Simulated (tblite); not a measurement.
Start geometry of `CSc1c[c]c(=O)oc1` [radical] from a force field or distance geometry (Å):
```
atom  x, y, z in Å
C1     2.7421    0.0859   -0.2227
S2     1.5236   -0.5260    0.9430
C3    -0.1521   -0.2564    0.4630
C4    -0.7665    0.9288    0.8470
C5    -2.0918    1.1727    0.4951
C6    -2.7710    0.2169   -0.2805
O7    -3.9478    0.3680   -0.6518
O8    -2.1375   -0.8984   -0.6343
C9    -0.8883   -1.1503   -0.2930
H10    2.4248    0.9863   -0.7802
H11    3.7456    0.2374    0.2344
H12    2.9067   -0.7102   -0.9950
H13   -0.1978    1.6051    1.4463
H14   -0.3907   -2.0602   -0.5936
```

Q: What comes out of this run: GFN2-xTB geometry optimisation, gas phase (tblite)?

A: 
```
atom  x, y, z in Å
C1     2.563    0.259   -0.142
S2     1.594   -0.881    0.897
C3    -0.030   -0.425    0.392
C4    -0.532    0.923    0.568
C5    -1.780    1.173    0.205
C6    -2.706    0.241   -0.355
O7    -3.832    0.387   -0.727
O8    -2.146   -1.054   -0.457
C9    -0.896   -1.330   -0.115
H10    2.390    1.284    0.170
H11    3.605   -0.003    0.008
H12    2.288    0.121   -1.183
H13    0.115    1.670    1.002
H14   -0.632   -2.366   -0.285
```

The energy falls by 0.750 eV over 103 L-BFGS steps, the largest force on an atom goes from 4.64 to 0.010 eV/Å, and the atoms move by 0.499 Å rms after alignment. The bond that changes most is C6–O8 (ends: carbon bonded to C and 2 O; oxygen bonded to 2 C), which lengthens by 0.084 Å. Bonds longer at the end by more than 0.005 Å: 6 of 14; shorter: 6. Among the angles that change most is C1–S2–C3, from 114.6° to 99.5°. Among the dihedrals that turn most is H10–C1–S2–C3, from 32° to 67°. Rotational constants go from 4505, 748.5, 694.1 to 4279, 786.3, 708.3 MHz. The orientation of the end geometry is arbitrary; only internal coordinates are fixed.

Time: 0.61 s. Hardware: Arm Neoverse V2, one thread, shared host with 192 logical CPUs at a one-minute load of 72.

Its GFN2-xTB frequencies are all real (lowest 25 cm⁻¹). 3 starts were optimised and ended at 0.00, 0.00 and 0.04 kcal/mol (GFN2-xTB); the lowest of these is shown.

One conformer stands for the species.

The numbers are calculated, not measured.
